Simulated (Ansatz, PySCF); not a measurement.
Three-fold rotor about Si2–Si3 in H7NSi2 (SMILES N[SiH2][SiH3]); single points on GFN2-xTB geometries with the dihedral held.
Staggered geometry (60°) (charge 0, multiplicity 1):
```json
[
 {"atom": "N", "x (Å)": "-1.8690", "y (Å)": "0.1959", "z (Å)": "-0.2158"},
 {"atom": "Si", "x (Å)": "-0.4834", "y (Å)": "-0.6387", "z (Å)": "0.4001"},
 {"atom": "Si", "x (Å)": "1.5770", "y (Å)": "0.2741", "z (Å)": "-0.1239"},
 {"atom": "H", "x (Å)": "-2.0861", "y (Å)": "1.1073", "z (Å)": "0.1542"},
 {"atom": "H", "x (Å)": "-2.0287", "y (Å)": "0.1960", "z (Å)": "-1.2104"},
 {"atom": "H", "x (Å)": "-0.7326", "y (Å)": "-0.6640", "z (Å)": "1.8462"},
 {"atom": "H", "x (Å)": "-0.6494", "y (Å)": "-1.9927", "z (Å)": "-0.1415"},
 {"atom": "H", "x (Å)": "1.7463", "y (Å)": "1.6465", "z (Å)": "0.3733"},
 {"atom": "H", "x (Å)": "1.8200", "y (Å)": "0.3643", "z (Å)": "-1.5704"},
 {"atom": "H", "x (Å)": "2.6943", "y (Å)": "-0.4975", "z (Å)": "0.4275"}
]
```

Correlated levels freeze the cores. CBS(a, b) extrapolates the correlation energy as X⁻³ and adds the Hartree–Fock energy of set b. MP2 and its Hartree–Fock in cc-pV(Q+d)Z are density fitted. Rows in 6-31G* carry no dispersion term and start afresh at each structure (6-31G* with six Cartesian d functions).

Programs: Ansatz (an electronic-structure program) with Gaussian orbitals; PySCF for 6-31G* rows. Each number belongs to the level named beside it.

Energies above the staggered point (kcal/mol):

| dihedral (°) | PBE/def2-TZVPP | B3LYP/6-31G* | MP2/CBS(cc-pV(T+d)Z, cc-pV(Q+d)Z) + ΔCCSD(T)/cc-pV(T+d)Z |
|---|---|---|---|
| 0 | 1.157 | 1.135 | 1.126 |
| 20 | 0.858 | 0.846 | 0.836 |
| 40 | 0.274 | 0.273 | 0.269 |
| 60 | 0.000 | 0.000 | 0.000 |
| 80 | 0.296 | 0.294 | 0.289 |
| 100 | 0.874 | 0.860 | 0.851 |
| 120 | 1.156 | 1.134 | 1.125 |

Moments of inertia of the two ends about the bond: 47.979 and 5.519 u Å².

**Question.** Fit V = V₃/2 (1 − cos 3φ) + V₆/2 (1 − cos 6φ), φ counted from the staggered point, and estimate the harmonic torsional frequency.

**Answer.** 
V₃ is the energy at φ = 60°; at φ = 20° (mean of both sides) V = 0.25 V₃ + 0.75 V₆. The reduced moment I₁I₂/(I₁ + I₂) = 4.949 u Å² gives F = 16.8576/I = 3.406 cm⁻¹ (a rough rule where the frame isn't a symmetric top). Near the minimum V = kφ²/2 with k = (9V₃ + 36V₆)/2, and ω = √(2Fk), with 1 kcal/mol = 349.755 cm⁻¹.
- PBE/def2-TZVPP: V₃ = 1.16, V₆ = -0.006 kcal/mol, k = 1786 cm⁻¹/rad², ω = 110 cm⁻¹
- B3LYP/6-31G*: V₃ = 1.13, V₆ = -0.001 kcal/mol, k = 1782 cm⁻¹/rad², ω = 110 cm⁻¹
- MP2/CBS(cc-pV(T+d)Z, cc-pV(Q+d)Z) + ΔCCSD(T)/cc-pV(T+d)Z: V₃ = 1.13, V₆ = -0.003 kcal/mol, k = 1750 cm⁻¹/rad², ω = 109 cm⁻¹
